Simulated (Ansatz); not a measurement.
```yaml
crystal:
  periodic: [false, false, false]
  atoms:
    - {symbol: Hg, position_ang: [1.863327, -2.843615, -1.016402]}
    - {symbol: Hg, position_ang: [-2.269196, 3.430375, 1.242889]}
    - {symbol: Hg, position_ang: [-0.686100, 1.049812, 0.371299]}
    - {symbol: S, position_ang: [1.122753, -0.800906, 0.713176]}
    - {symbol: S, position_ang: [-0.030774, -0.835665, -1.310952]}
basis:
  gaussian: {orbitals: def2-TZVP, initial_orbitals: start.molden}
hamiltonian: {xc: pbe}
correlation: {method: rpa}
scf: {omitted_lower_state_checks: [starts]}
```

The file start.molden holds the orbitals of an earlier run on this structure, at another level or in another basis.

```sh
$ ansatz run in.yaml --threads 4 --pin off --events-out ev --progress --plain --max-ram 4787MiB
```

Shortened log:

```
Functional definition: PBE
1552 factors; integrals over basis functions are off by at most 5.9e-4 eV
mean field evaluation 1: about -34195.9671 eV, gradient 1.3e1 eV
mean field evaluation 2: about -34196.1307 eV, gradient 2.1e-1 eV
mean field evaluation 4: about -34196.1259 eV, gradient 7.5e-4 eV
mean field evaluation 8: about -34196.1259 eV, gradient 2.3e-6 eV
mean field -34196.12586040 eV, -1256.6844464032 hartree, gradient 4.0e-6 eV, S^2 0.000000; 0 other end points of the search recorded, 0 dependent functions left out; unrestricted orbitals would lower it
mean field evaluation 16: about -34085.7226 eV, gradient 1.7e0 eV
10 core orbitals not correlated: weight in the atoms' cores, before any rotation towards them, 1.000 or more for the frozen orbitals, at most 0.000 for the correlated occupied ones
reference -34083.20063409 eV, -1252.5345208798 hartree; 36, 36 occupied and 157, 157 virtual orbitals, 1552 factors
Error: the energy between an occupied orbital and the lowest state that it is excited into in its spin channel is -0.1133 eV and must be positive: a state without a gap has no random-phase energy
```

Q: Can the result of this run be used?

A: No. The run stopped with an error. The reference has no gap: an occupied orbital lies above an empty one, and the correlation energy can't be formed.
